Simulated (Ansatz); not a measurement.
A calculation with Ansatz (development build ahead of 0.2.0).

```yaml
crystal:
  periodic: [false, false, false]
  atoms:
    - { symbol: C, position_ang: [2.28108, -0.04, 0.0] }
    - { symbol: C, position_ang: [1.82192, 1.37314, 0.0] }
    - { symbol: C, position_ang: [0.74293, 2.15707, 0.0] }
    - { symbol: C, position_ang: [-0.74293, 2.15707, 0.0] }
    - { symbol: C, position_ang: [-1.82192, 1.37314, 0.0] }
    - { symbol: C, position_ang: [-2.28108, -0.04, 0.0] }
    - { symbol: C, position_ang: [-1.86894, -1.30842, 0.0] }
    - { symbol: C, position_ang: [-0.66685, -2.18179, 0.0] }
    - { symbol: C, position_ang: [0.66685, -2.18179, 0.0] }
    - { symbol: C, position_ang: [1.86894, -1.30842, 0.0] }
    - { symbol: H, position_ang: [3.36608, -0.04, 0.0] }
    - { symbol: H, position_ang: [2.6997, 2.01089, 0.0] }
    - { symbol: H, position_ang: [1.07822, 3.18897, 0.0] }
    - { symbol: H, position_ang: [-1.07822, 3.18897, 0.0] }
    - { symbol: H, position_ang: [-2.6997, 2.01089, 0.0] }
    - { symbol: H, position_ang: [-3.36608, -0.04, 0.0] }
    - { symbol: H, position_ang: [-2.74672, -1.94617, 0.0] }
    - { symbol: H, position_ang: [-1.00213, -3.21369, 0.0] }
    - { symbol: H, position_ang: [1.00213, -3.21369, 0.0] }
    - { symbol: H, position_ang: [2.74672, -1.94617, 0.0] }
basis:
  gaussian: { orbitals: def2-SVP }
magnetization:
  spin_polarized: true
hamiltonian:
  xc: pbe0
```

The input is written out in the form of the current development build from the run's settings.

Output:

```
Converged                       : yes
Total energy                    : -386.17718 hartree
Spin squared of the determinant : 0.000
Stability test                  : minimum
```
